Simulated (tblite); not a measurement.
Record of a relaxation.

C3H8NOSi (doublet state).
SMILES with atom numbers: `[CH3:1][CH:2][C:3](=[O:4])[SiH2:5][NH2:6]` (hydrogens: H7, H8, H9 on C1; H10 on C2; H11, H12 on Si5; H13, H14 on N6)
Bond orders are those of one Lewis drawing.

Computed with GFN2-xTB (tblite), gas phase: L-BFGS steps from a force-field or distance-geometry start until the largest atomic force falls under 0.01 eV/Å. 14 of its 163 geometries are shown.

Step 0: E = -519.8715 eV, largest atomic force 2.972 eV/Å
```
atom  x, y, z in Å  |  force x, y, z in eV/Å
C1     -2.496   -0.206    0.331   -0.860   1.297  -0.348
C2     -1.180   -0.001    0.986    0.741  -2.648  -1.129
C3     -0.100    0.045   -0.054   -1.711  -1.086  -0.669
O4     -0.362   -0.439   -1.174    0.292   0.780   1.296
Si5     1.528    0.824    0.285    2.104   0.481  -0.528
N6      2.854   -0.331    0.216   -0.481  -0.220   0.655
H7     -2.495    0.378   -0.627   -0.222  -0.429   0.791
H8     -2.658   -1.250    0.061   -0.081  -0.034   0.197
H9     -3.336    0.150    0.964    0.415  -0.350  -0.310
H10    -0.948   -0.867    1.690   -0.120   1.698  -0.133
H11     1.403    1.562    1.522    0.067   0.043   0.422
H12     1.744    1.778   -0.834    0.010  -0.205   0.243
H13     2.599   -1.258   -0.178    0.515   0.925   0.654
H14     3.444   -0.387    1.071   -0.669  -0.252  -1.141
```

Step 12: E = -521.0089 eV, largest atomic force 0.517 eV/Å
```
atom  x, y, z in Å  |  force x, y, z in eV/Å
C1     -2.542   -0.281    0.322   -0.106   0.295  -0.042
C2     -1.131   -0.328    0.798    0.258  -0.208   0.342
C3     -0.145   -0.126   -0.127    0.140   0.386   0.055
O4     -0.145   -0.240   -1.359   -0.009  -0.175  -0.115
Si5     1.528    0.843    0.302   -0.161  -0.097   0.060
N6      2.763   -0.341    0.307    0.035  -0.097   0.064
H7     -2.584    0.356   -0.555   -0.097   0.024  -0.227
H8     -2.892   -1.265    0.018   -0.031  -0.187   0.059
H9     -3.222    0.133    1.059   -0.017  -0.093   0.193
H10    -0.935   -0.425    1.866    0.060   0.189  -0.477
H11     1.479    1.526    1.585   -0.048   0.025   0.209
H12     1.742    1.751   -0.815   -0.100   0.059  -0.075
H13     2.628   -1.212   -0.176    0.115  -0.032   0.034
H14     3.456   -0.392    1.033   -0.039  -0.089  -0.081
```

Step 25: E = -521.1149 eV, largest atomic force 0.146 eV/Å
```
atom  x, y, z in Å  |  force x, y, z in eV/Å
C1     -2.555   -0.276    0.334    0.023  -0.043  -0.026
C2     -1.097   -0.237    0.684   -0.130  -0.025   0.026
C3     -0.117   -0.091   -0.253   -0.122   0.040  -0.064
O4     -0.067   -0.301   -1.470    0.003  -0.049   0.067
Si5     1.516    0.822    0.341    0.015   0.125   0.033
N6      2.675   -0.429    0.434   -0.078  -0.105   0.042
H7     -2.757    0.307   -0.565    0.038  -0.055   0.030
H8     -2.850   -1.311    0.122    0.013   0.129   0.049
H9     -3.172    0.105    1.150    0.104  -0.061  -0.082
H10    -0.833   -0.180    1.726   -0.003   0.010   0.047
H11     1.437    1.415    1.677   -0.037  -0.040  -0.057
H12     1.661    1.803   -0.736    0.116   0.027   0.042
H13     2.673   -1.199   -0.210    0.022  -0.046  -0.098
H14     3.487   -0.429    1.024    0.037   0.094  -0.010
```

Step 37: E = -521.1445 eV, largest atomic force 0.060 eV/Å
```
atom  x, y, z in Å  |  force x, y, z in eV/Å
C1     -2.550   -0.284    0.336   -0.017   0.006  -0.019
C2     -1.100   -0.229    0.688    0.007  -0.002  -0.007
C3     -0.123   -0.082   -0.256   -0.029   0.041  -0.001
O4     -0.077   -0.328   -1.465    0.002  -0.006  -0.015
Si5     1.515    0.822    0.338   -0.002  -0.041   0.002
N6      2.602   -0.498    0.490    0.025   0.025   0.007
H7     -2.752    0.276   -0.574    0.000   0.014  -0.047
H8     -2.849   -1.317    0.146    0.015  -0.044   0.016
H9     -3.166    0.108    1.142   -0.011   0.019   0.010
H10    -0.840   -0.140    1.728    0.021   0.003   0.048
H11     1.397    1.388    1.679   -0.014   0.007   0.008
H12     1.766    1.829   -0.697    0.004  -0.032   0.023
H13     2.689   -1.175   -0.252   -0.054   0.001  -0.025
H14     3.486   -0.371    0.955    0.053   0.009   0.001
```

Step 50: E = -521.1508 eV, largest atomic force 0.094 eV/Å
```
atom  x, y, z in Å  |  force x, y, z in eV/Å
C1     -2.552   -0.286    0.326   -0.009  -0.006  -0.004
C2     -1.107   -0.215    0.698   -0.001   0.000   0.026
C3     -0.124   -0.064   -0.237   -0.003   0.012  -0.006
O4     -0.075   -0.301   -1.449    0.012  -0.018  -0.008
Si5     1.523    0.817    0.363    0.004  -0.021   0.005
N6      2.622   -0.498    0.488    0.047  -0.009  -0.012
H7     -2.740    0.226   -0.616    0.004  -0.010   0.002
H8     -2.837   -1.332    0.186   -0.027  -0.008   0.013
H9     -3.180    0.141    1.105   -0.010   0.008  -0.037
H10    -0.867   -0.133    1.745    0.042   0.004  -0.015
H11     1.361    1.379    1.702    0.048  -0.005   0.004
H12     1.786    1.818   -0.674   -0.008   0.014   0.030
H13     2.640   -1.190   -0.246   -0.015   0.028   0.040
H14     3.548   -0.362    0.867   -0.085   0.011  -0.038
```

Step 62: E = -521.1612 eV, largest atomic force 0.068 eV/Å
```
atom  x, y, z in Å  |  force x, y, z in eV/Å
C1     -2.559   -0.302    0.301    0.025  -0.013  -0.010
C2     -1.124   -0.189    0.702    0.039  -0.033   0.008
C3     -0.120   -0.036   -0.206    0.024   0.006  -0.002
O4     -0.022   -0.274   -1.416   -0.022  -0.024   0.010
Si5     1.533    0.823    0.417    0.002   0.034   0.003
N6      2.635   -0.492    0.456   -0.030  -0.008   0.000
H7     -2.700    0.054   -0.718   -0.020  -0.001   0.025
H8     -2.856   -1.355    0.325   -0.006   0.030   0.024
H9     -3.210    0.247    0.981    0.031   0.011  -0.060
H10    -0.898   -0.097    1.751   -0.025  -0.002   0.012
H11     1.411    1.322    1.786   -0.002  -0.004  -0.015
H12     1.777    1.880   -0.569   -0.022  -0.011   0.025
H13     2.522   -1.256   -0.194    0.016   0.044  -0.019
H14     3.611   -0.324    0.642   -0.009  -0.029   0.001
```

Step 75: E = -521.1756 eV, largest atomic force 0.138 eV/Å
```
atom  x, y, z in Å  |  force x, y, z in eV/Å
C1     -2.536   -0.313    0.273    0.005  -0.025   0.042
C2     -1.117   -0.214    0.733   -0.023   0.013  -0.076
C3     -0.098   -0.050   -0.154    0.018   0.012  -0.007
O4      0.022   -0.302   -1.359    0.012  -0.007  -0.028
Si5     1.533    0.843    0.472    0.011  -0.051   0.011
N6      2.619   -0.486    0.408   -0.066  -0.040  -0.115
H7     -2.600   -0.165   -0.802    0.026  -0.001  -0.013
H8     -2.921   -1.311    0.499   -0.012   0.041   0.049
H9     -3.169    0.417    0.776   -0.031  -0.006   0.001
H10    -0.929   -0.101    1.786   -0.030  -0.001   0.031
H11     1.439    1.286    1.860   -0.002  -0.023   0.038
H12     1.711    1.959   -0.457    0.015  -0.014  -0.024
H13     2.435   -1.206   -0.277   -0.004   0.036   0.014
H14     3.612   -0.357    0.501    0.082   0.067   0.074
```

Step 87: E = -521.1937 eV, largest atomic force 0.144 eV/Å
```
atom  x, y, z in Å  |  force x, y, z in eV/Å
C1     -2.542   -0.313    0.272   -0.053  -0.034  -0.066
C2     -1.128   -0.209    0.731    0.024  -0.013   0.005
C3     -0.096   -0.069   -0.144    0.022  -0.015  -0.030
O4      0.059   -0.350   -1.339   -0.054   0.012   0.023
Si5     1.518    0.826    0.507    0.075  -0.004   0.000
N6      2.625   -0.471    0.329    0.053  -0.002   0.018
H7     -2.577   -0.370   -0.815   -0.021  -0.026   0.069
H8     -2.991   -1.220    0.693    0.000   0.141  -0.031
H9     -3.129    0.547    0.603   -0.042  -0.071  -0.004
H10    -0.955   -0.067    1.785   -0.001   0.008   0.017
H11     1.427    1.174    1.926    0.017  -0.018  -0.063
H12     1.696    1.980   -0.379   -0.040   0.009   0.043
H13     2.491   -1.102   -0.448    0.037   0.027   0.030
H14     3.604   -0.356    0.538   -0.018  -0.014  -0.011
```

Step 100: E = -521.2058 eV, largest atomic force 0.048 eV/Å
```
atom  x, y, z in Å  |  force x, y, z in eV/Å
C1     -2.564   -0.312    0.266    0.027   0.039  -0.003
C2     -1.151   -0.199    0.733    0.015   0.004   0.004
C3     -0.107   -0.079   -0.134    0.011  -0.007   0.017
O4      0.036   -0.367   -1.328   -0.013  -0.016   0.000
Si5     1.527    0.789    0.521   -0.006  -0.013   0.004
N6      2.677   -0.459    0.280    0.003  -0.011  -0.022
H7     -2.584   -0.547   -0.795   -0.022  -0.030  -0.017
H8     -3.064   -1.100    0.830   -0.007  -0.010  -0.029
H9     -3.125    0.611    0.431    0.009   0.018  -0.001
H10    -0.993   -0.030    1.785    0.023   0.001   0.034
H11     1.460    1.065    1.953   -0.005  -0.018   0.027
H12     1.651    2.009   -0.280   -0.008   0.002  -0.027
H13     2.591   -1.043   -0.539   -0.001   0.029   0.027
H14     3.644   -0.338    0.535   -0.025   0.013  -0.013
```

Step 112: E = -521.2089 eV, largest atomic force 0.033 eV/Å
```
atom  x, y, z in Å  |  force x, y, z in eV/Å
C1     -2.559   -0.305    0.256   -0.016   0.003  -0.001
C2     -1.157   -0.206    0.756    0.002  -0.013   0.006
C3     -0.106   -0.102   -0.105    0.000   0.000  -0.009
O4      0.027   -0.392   -1.300    0.015  -0.025   0.004
Si5     1.520    0.776    0.542    0.013   0.024  -0.012
N6      2.689   -0.443    0.253    0.010  -0.021  -0.017
H7     -2.553   -0.627   -0.784   -0.013   0.000   0.022
H8     -3.110   -1.026    0.862    0.004   0.013  -0.022
H9     -3.086    0.650    0.321    0.003   0.002   0.009
H10    -1.006   -0.034    1.810   -0.007   0.001  -0.010
H11     1.477    1.009    1.983   -0.009   0.007  -0.004
H12     1.603    2.007   -0.252   -0.003  -0.010   0.031
H13     2.603   -1.002   -0.582   -0.007   0.004   0.004
H14     3.657   -0.308    0.496    0.008   0.015  -0.001
```

Step 125: E = -521.2148 eV, largest atomic force 0.027 eV/Å
```
atom  x, y, z in Å  |  force x, y, z in eV/Å
C1     -2.562   -0.276    0.233    0.010  -0.008   0.008
C2     -1.170   -0.220    0.768    0.001   0.000   0.012
C3     -0.086   -0.195   -0.061   -0.012   0.009   0.022
O4      0.086   -0.566   -1.227   -0.005  -0.019  -0.017
Si5     1.510    0.733    0.603   -0.001   0.007  -0.012
N6      2.733   -0.387    0.181   -0.002  -0.011  -0.004
H7     -2.566   -0.753   -0.745    0.018   0.012  -0.007
H8     -3.194   -0.838    0.920   -0.002  -0.011  -0.003
H9     -2.997    0.721    0.129   -0.011   0.015   0.000
H10    -1.044    0.002    1.815   -0.006   0.017  -0.005
H11     1.476    0.872    2.057   -0.002  -0.014  -0.001
H12     1.510    2.030   -0.084   -0.015  -0.005   0.005
H13     2.594   -0.945   -0.648    0.010   0.004   0.003
H14     3.708   -0.178    0.318    0.017   0.003  -0.001
```

Step 137: E = -521.2174 eV, largest atomic force 0.021 eV/Å
```
atom  x, y, z in Å  |  force x, y, z in eV/Å
C1     -2.560   -0.232    0.208    0.013   0.003   0.002
C2     -1.185   -0.224    0.789   -0.010   0.015  -0.008
C3     -0.077   -0.313   -0.006    0.009   0.003   0.014
O4      0.108   -0.785   -1.131   -0.001  -0.007   0.017
Si5     1.494    0.663    0.655   -0.010   0.008  -0.010
N6      2.787   -0.309    0.101   -0.001  -0.014  -0.007
H7     -2.572   -0.832   -0.700    0.009  -0.003  -0.019
H8     -3.266   -0.638    0.931    0.003  -0.016  -0.001
H9     -2.895    0.777   -0.050   -0.011   0.002   0.010
H10    -1.078    0.074    1.819   -0.006   0.014  -0.004
H11     1.488    0.675    2.116    0.005  -0.003   0.007
H12     1.377    2.013    0.090   -0.002   0.000   0.007
H13     2.635   -0.875   -0.721    0.001   0.008  -0.003
H14     3.742    0.004    0.157    0.002  -0.009  -0.007
```

Step 150: E = -521.2253 eV, largest atomic force 0.033 eV/Å
```
atom  x, y, z in Å  |  force x, y, z in eV/Å
C1     -2.548   -0.213    0.174   -0.023   0.001   0.014
C2     -1.196   -0.144    0.798   -0.008  -0.002  -0.011
C3     -0.063   -0.376    0.069    0.010   0.016  -0.005
O4      0.142   -1.006   -0.972    0.006   0.000   0.030
Si5     1.502    0.633    0.696    0.028  -0.016  -0.006
N6      2.792   -0.260    0.022   -0.013   0.000   0.014
H7     -2.493   -0.772   -0.757   -0.017   0.003  -0.014
H8     -3.240   -0.710    0.857    0.009   0.012  -0.010
H9     -2.951    0.782   -0.033   -0.003  -0.019  -0.006
H10    -1.119    0.300    1.778   -0.003  -0.010   0.001
H11     1.520    0.541    2.155    0.020   0.011   0.015
H12     1.340    2.020    0.242    0.001  -0.012  -0.003
H13     2.585   -0.891   -0.738   -0.006   0.013  -0.017
H14     3.731    0.095   -0.033   -0.001   0.002  -0.001
```

Step 162: E = -521.2273 eV, largest atomic force 0.008 eV/Å
```
atom  x, y, z in Å  |  force x, y, z in eV/Å
C1     -2.547   -0.203    0.155    0.002  -0.004  -0.006
C2     -1.206   -0.135    0.803   -0.001   0.001   0.001
C3     -0.058   -0.410    0.111   -0.001   0.002  -0.001
O4      0.163   -1.088   -0.895   -0.001   0.001   0.000
Si5     1.507    0.613    0.722    0.000   0.006   0.005
N6      2.791   -0.242   -0.009   -0.005  -0.001  -0.004
H7     -2.484   -0.770   -0.770    0.001  -0.002   0.007
H8     -3.253   -0.688    0.832    0.000   0.004  -0.002
H9     -2.940    0.792   -0.069    0.001  -0.005   0.000
H10    -1.143    0.339    1.770    0.001   0.001  -0.002
H11     1.577    0.503    2.179    0.000  -0.002   0.000
H12     1.304    2.003    0.296    0.003   0.001   0.003
H13     2.568   -0.851   -0.782   -0.002   0.000  -0.001
H14     3.720    0.136   -0.086    0.003  -0.003   0.000
```

Problem. Summarise the path.

Solution. The energy falls by 130.81 kJ/mol from step 0 to step 162; nine tenths of that is first reached at step 22. It rises by more than 0.2 meV at steps 120 and 130. The largest force goes from 2.972 to 0.008 eV/Å. Among the bonds C2–C3 changes most, from 1.500 to 1.368 Å; the atoms move by 0.942 Å rms after alignment.

Problem. Follow the three bonds and two angles with the largest change from start to end.

Solution. 
```json
{"step": "0", "E above end (kJ/mol)": "130.81", "largest force (eV/Å)": "2.972", "C2–C3 (Å)": "1.500", "C3–Si5 (Å)": "1.836", "C2–H10 (Å)": "1.140", "C2–C3–O4 (°)": "117.3", "C1–C2–C3 (°)": "109.7"}
{"step": "7", "E above end (kJ/mol)": "39.93", "largest force (eV/Å)": "0.868", "C2–C3 (Å)": "1.407", "C3–Si5 (Å)": "1.958", "C2–H10 (Å)": "1.080", "C2–C3–O4 (°)": "125.3", "C1–C2–C3 (°)": "114.5"}
{"step": "14", "E above end (kJ/mol)": "18.27", "largest force (eV/Å)": "0.302", "C2–C3 (Å)": "1.372", "C3–Si5 (Å)": "1.953", "C2–H10 (Å)": "1.082", "C2–C3–O4 (°)": "129.7", "C1–C2–C3 (°)": "118.6"}
{"step": "21", "E above end (kJ/mol)": "13.50", "largest force (eV/Å)": "0.312", "C2–C3 (Å)": "1.367", "C3–Si5 (Å)": "1.979", "C2–H10 (Å)": "1.082", "C2–C3–O4 (°)": "132.2", "C1–C2–C3 (°)": "120.4"}
{"step": "28", "E above end (kJ/mol)": "9.92", "largest force (eV/Å)": "0.168", "C2–C3 (Å)": "1.361", "C3–Si5 (Å)": "1.973", "C2–H10 (Å)": "1.075", "C2–C3–O4 (°)": "134.6", "C1–C2–C3 (°)": "122.8"}
{"step": "35", "E above end (kJ/mol)": "8.10", "largest force (eV/Å)": "0.081", "C2–C3 (Å)": "1.366", "C3–Si5 (Å)": "1.960", "C2–H10 (Å)": "1.076", "C2–C3–O4 (°)": "133.3", "C1–C2–C3 (°)": "122.4"}
{"step": "42", "E above end (kJ/mol)": "7.73", "largest force (eV/Å)": "0.035", "C2–C3 (Å)": "1.367", "C3–Si5 (Å)": "1.964", "C2–H10 (Å)": "1.077", "C2–C3–O4 (°)": "132.8", "C1–C2–C3 (°)": "121.9"}
{"step": "49", "E above end (kJ/mol)": "7.43", "largest force (eV/Å)": "0.058", "C2–C3 (Å)": "1.366", "C3–Si5 (Å)": "1.962", "C2–H10 (Å)": "1.077", "C2–C3–O4 (°)": "132.7", "C1–C2–C3 (°)": "122.0"}
{"step": "56", "E above end (kJ/mol)": "6.83", "largest force (eV/Å)": "0.091", "C2–C3 (Å)": "1.364", "C3–Si5 (Å)": "1.962", "C2–H10 (Å)": "1.078", "C2–C3–O4 (°)": "133.3", "C1–C2–C3 (°)": "122.3"}
{"step": "63", "E above end (kJ/mol)": "6.31", "largest force (eV/Å)": "0.085", "C2–C3 (Å)": "1.363", "C3–Si5 (Å)": "1.967", "C2–H10 (Å)": "1.077", "C2–C3–O4 (°)": "133.4", "C1–C2–C3 (°)": "122.4"}
{"step": "70", "E above end (kJ/mol)": "5.83", "largest force (eV/Å)": "0.096", "C2–C3 (Å)": "1.363", "C3–Si5 (Å)": "1.960", "C2–H10 (Å)": "1.077", "C2–C3–O4 (°)": "132.3", "C1–C2–C3 (°)": "122.0"}
{"step": "77", "E above end (kJ/mol)": "4.63", "largest force (eV/Å)": "0.072", "C2–C3 (Å)": "1.360", "C3–Si5 (Å)": "1.957", "C2–H10 (Å)": "1.077", "C2–C3–O4 (°)": "133.5", "C1–C2–C3 (°)": "121.1"}
{"step": "85", "E above end (kJ/mol)": "3.58", "largest force (eV/Å)": "0.103", "C2–C3 (Å)": "1.358", "C3–Si5 (Å)": "1.953", "C2–H10 (Å)": "1.077", "C2–C3–O4 (°)": "134.1", "C1–C2–C3 (°)": "122.3"}
{"step": "92", "E above end (kJ/mol)": "2.52", "largest force (eV/Å)": "0.097", "C2–C3 (Å)": "1.362", "C3–Si5 (Å)": "1.962", "C2–H10 (Å)": "1.078", "C2–C3–O4 (°)": "133.4", "C1–C2–C3 (°)": "122.4"}
{"step": "99", "E above end (kJ/mol)": "2.11", "largest force (eV/Å)": "0.075", "C2–C3 (Å)": "1.363", "C3–Si5 (Å)": "1.964", "C2–H10 (Å)": "1.077", "C2–C3–O4 (°)": "132.9", "C1–C2–C3 (°)": "122.3"}
{"step": "106", "E above end (kJ/mol)": "1.90", "largest force (eV/Å)": "0.048", "C2–C3 (Å)": "1.363", "C3–Si5 (Å)": "1.959", "C2–H10 (Å)": "1.078", "C2–C3–O4 (°)": "132.6", "C1–C2–C3 (°)": "121.5"}
{"step": "113", "E above end (kJ/mol)": "1.75", "largest force (eV/Å)": "0.042", "C2–C3 (Å)": "1.363", "C3–Si5 (Å)": "1.958", "C2–H10 (Å)": "1.078", "C2–C3–O4 (°)": "132.5", "C1–C2–C3 (°)": "121.3"}
{"step": "120", "E above end (kJ/mol)": "1.61", "largest force (eV/Å)": "0.221", "C2–C3 (Å)": "1.365", "C3–Si5 (Å)": "1.964", "C2–H10 (Å)": "1.077", "C2–C3–O4 (°)": "132.5", "C1–C2–C3 (°)": "121.0"}
{"step": "127", "E above end (kJ/mol)": "1.15", "largest force (eV/Å)": "0.096", "C2–C3 (Å)": "1.366", "C3–Si5 (Å)": "1.963", "C2–H10 (Å)": "1.077", "C2–C3–O4 (°)": "132.7", "C1–C2–C3 (°)": "121.7"}
{"step": "134", "E above end (kJ/mol)": "1.00", "largest force (eV/Å)": "0.030", "C2–C3 (Å)": "1.367", "C3–Si5 (Å)": "1.963", "C2–H10 (Å)": "1.077", "C2–C3–O4 (°)": "132.5", "C1–C2–C3 (°)": "121.3"}
{"step": "141", "E above end (kJ/mol)": "0.80", "largest force (eV/Å)": "0.104", "C2–C3 (Å)": "1.367", "C3–Si5 (Å)": "1.962", "C2–H10 (Å)": "1.078", "C2–C3–O4 (°)": "132.6", "C1–C2–C3 (°)": "121.9"}
{"step": "148", "E above end (kJ/mol)": "0.24", "largest force (eV/Å)": "0.051", "C2–C3 (Å)": "1.368", "C3–Si5 (Å)": "1.965", "C2–H10 (Å)": "1.078", "C2–C3–O4 (°)": "132.4", "C1–C2–C3 (°)": "121.3"}
{"step": "155", "E above end (kJ/mol)": "0.08", "largest force (eV/Å)": "0.049", "C2–C3 (Å)": "1.369", "C3–Si5 (Å)": "1.965", "C2–H10 (Å)": "1.079", "C2–C3–O4 (°)": "132.0", "C1–C2–C3 (°)": "121.5"}
{"step": "162", "E above end (kJ/mol)": "0.00", "largest force (eV/Å)": "0.008", "C2–C3 (Å)": "1.368", "C3–Si5 (Å)": "1.966", "C2–H10 (Å)": "1.078", "C2–C3–O4 (°)": "132.3", "C1–C2–C3 (°)": "121.7"}
```

What follows is the cost of the whole relaxation. Hardware: one thread of an Arm Neoverse N1, on a shared host. Cost: 1.4 s of wall time.
